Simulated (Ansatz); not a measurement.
Isolated molecules relaxed with PBE0-D4/def2-TZVP in Ansatz; ΔE leaves out vibrations. CCSD(T)/CBS is the MP2 limit (def2-TZVPP, def2-QZVPP) plus CCSD(T) − MP2 in def2-TZVPP, frozen cores. Functionals use def2-TZVPP. For Ge outer-core shells are correlated without core-valence functions, which leaves a few kJ/mol of doubt a bond. Scalar relativity is left out up to krypton. Each species was taken in one conformer, which may not be the lowest.

Reaction (cleavage of the Ge–Ge bond): `[Cl][GeH2][GeH2][Cl]` + `CN[SiH2]Cl` → `C[N]([SiH2]Cl)[GeH2][Cl]` + `[Cl][GeH3]`

```
                   species  PBE-D4 energy (Eh)
    `[Cl][GeH2][GeH2][Cl]`         -5075.92122
              `CN[SiH2]Cl`          -845.83270
`C[N]([SiH2]Cl)[GeH2][Cl]`         -3383.20662
              `[Cl][GeH3]`         -2538.54017
```

Problem. Work out ΔE.

Solution. ΔE = (-3383.20662) + (-2538.54017) − (-5075.92122) − (-845.83270) = 0.00713 Eh = +18.7 kJ/mol. CCSD(T)/CBS gives +2.9 kJ/mol.

Largest T1 diagnostic among the species: 0.011.

From PBE to PBE0 (25 % exact exchange), in def2-TZVPP and without D4, ΔE moves by −4.1 kJ/mol. The D4 term adds −8.0 kJ/mol with B3LYP and −4.5 kJ/mol with PBE0; it sums over pairs of atoms, weighted by their polarisabilities, and B3LYP, whose exchange is more repulsive, gets the larger term.

B3LYP here is the variant with VWN-RPA as its local correlation; programs differ in this.
